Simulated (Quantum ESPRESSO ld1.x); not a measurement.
Results of a calculation; reference values are marked as such.
Q: The caesium ion Cs4+, 51 electrons, occupied as [Kr] 4d10 5s2 5p3. Code: ld1.x of Quantum ESPRESSO 7.5. Model: Dirac Kohn-Sham, PBEsol, spin-unpolarised, spherical densities, point nucleus; open shells fill j = l - 1/2 first. Some entries of the table are withheld. Estimate them.

| orbital | occ. | eigenvalue (eV) | <r^2> (bohr^2) | <r> (bohr) |
|---|---|---|---|---|
| 1s1/2 | 2 | -35799.0 | 0.0009255 | 0.02612 |
| 2s1/2 | 2 | -5650.55 | 0.01478 | 0.1117 |
| 2p1/2 | 2 | -5319.05 | 0.01089 | 0.09405 |
| 2p3/2 | 4 | -4967.01 | 0.01217 | 0.09994 |
| 3s1/2 | 2 | -1209.00 | 0.1022 | (1) |
| 3p1/2 | 2 | -1070.51 | 0.09693 | 0.2888 |
| 3p3/2 | 4 | -1003.04 | 0.1048 | 0.3006 |
| 3d3/2 | 4 | (2) | 0.08712 | 0.2714 |
| 3d5/2 | 6 | (3) | 0.08938 | 0.2751 |
| 4s1/2 | 2 | -262.816 | 0.5442 | 0.6942 |
| 4p1/2 | 2 | -213.079 | 0.5897 | (4) |
| 4p3/2 | 4 | -199.237 | 0.6352 | (5) |
| 4d3/2 | 4 | -118.256 | 0.7939 | 0.8264 |
| 4d5/2 | 6 | -115.946 | 0.8132 | 0.8364 |
| 5s1/2 | 2 | -65.8352 | 3.002 | 1.639 |
| 5p1/2 | 2 | -52.2780 | 3.678 | 1.811 |
| 5p3/2 | 1 | -50.0985 | 3.932 | 1.873 |
| 5d3/2 | 0 | -31.0676 | (6) | 2.398 |
| 5d5/2 | 0 | -30.7876 | (7) | 2.419 |
| 4f5/2 | 0 | -30.6981 | 2.404 | (8) |
| 4f7/2 | 0 | -30.5385 | 2.436 | (9) |
| 6s1/2 | 0 | -26.4553 | 12.65 | 3.374 |
| 6p1/2 | 0 | -22.0990 | 15.74 | 3.761 |
| 6p3/2 | 0 | -21.4963 | 16.54 | 3.855 |

A: 
(1) 3s1/2 <r> (bohr): 0.2988
(2) 3d3/2 eigenvalue (eV): -759.529
(3) 3d5/2 eigenvalue (eV): -745.200
(4) 4p1/2 <r> (bohr): 0.7197
(5) 4p3/2 <r> (bohr): 0.7472
(6) 5d3/2 <r^2> (bohr^2): 6.484
(7) 5d5/2 <r^2> (bohr^2): 6.597
(8) 4f5/2 <r> (bohr): 1.372
(9) 4f7/2 <r> (bohr): 1.382
